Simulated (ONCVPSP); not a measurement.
# Ba (Z = 56), ONCV: configuration errors across variants

- Element: barium (Ba)
- Generator: ONCVPSP 4.0.1
- Type: optimised norm-conserving Vanderbilt (ONCV)
- Functional: LDA (Perdew-Zunger)
- Relativity: scalar-relativistic
- Frozen core: [Kr] 4d10
- Valence charge: 10
- Reference configuration: 5s2 5p6 6s1.5 6p0.5
- Partial waves: 5s+6s: rc 2.75 bohr, ncon 4, nbas 8, qcut 3.9 1/bohr, 2 projectors; 5p+6p: rc 2.75 bohr, ncon 5, nbas 8, qcut 5.8 1/bohr, 2 projectors; d scattering state at 0.05 Ha: rc 3.00 bohr, ncon 3, nbas 7, qcut 3.8 1/bohr, 3 projectors, debl 1.5 Ha
- Local potential: polynomial inside 1.80 bohr (lpopt 5, dvloc0 1 Ha)
- Core correction: Teter function, fcfact 2.5, rcfact 1.8

All-electron excitation energies from the reference (eV): (1) 5s2 5p6 6s2 6p0 -1.047; (2) 5s2 5p6 6s1 6p0 4.496; (3) 5s2 5p6 6s0 6p0 14.666; (4) 5s1 5p6 6s2 6p0 37.920.

Errors AE − PS in meV (a dash: test not solved or not reliable):

```tsv
change	(1)	(2)	(3)	(4)	bound ghosts	GHOST(+) flags above zero
base	-0.3	-0.8	-7.6	-229	none	s
all radii but the core radius scaled by about 0.79 (s 2.16, p 2.16, d 2.36 bohr); local potential polynomial inside 1.42 bohr (lpopt 5, dvloc0 1 Ha)	-0.2	-0.7	-6.2	-99	none	s, p
all radii but the core radius scaled by about 0.92 (s 2.52, p 2.52, d 2.74 bohr); local potential polynomial inside 1.64 bohr (lpopt 5, dvloc0 1 Ha)	-0.2	-0.8	-7.0	-178	none	s
all radii but the core radius scaled by about 1.10 (s 3.02, p 3.02, d 3.30 bohr); local potential polynomial inside 1.98 bohr (lpopt 5, dvloc0 1 Ha)	-0.3	-0.8	-7.9	-294	none	none
all radii but the core radius scaled by about 1.17 (s 3.22, p 3.22, d 3.52 bohr); local potential polynomial inside 2.12 bohr (lpopt 5, dvloc0 1 Ha)	-0.3	-0.8	-8.2	-332	none	none
all radii but the core radius scaled by about 1.24 (s 3.42, p 3.42, d 3.72 bohr); local potential polynomial inside 2.24 bohr (lpopt 5, dvloc0 1 Ha)	-0.3	-0.8	-8.4	-376	none	none
all radii but the core radius scaled by about 1.31 (s 3.60, p 3.60, d 3.94 bohr); local potential polynomial inside 2.36 bohr (lpopt 5, dvloc0 1 Ha)	-0.3	-0.6	-8.2	-373	none	none
```

(1) Give the same row for: all radii but the core radius scaled by about 0.87 (s 2.40, p 2.40, d 2.62 bohr); local potential polynomial inside 1.58 bohr (lpopt 5, dvloc0 1 Ha).

Answers

(1) -0.2, -0.8, -6.7, -148; bound ghosts: none; GHOST(+) flags above zero: s.
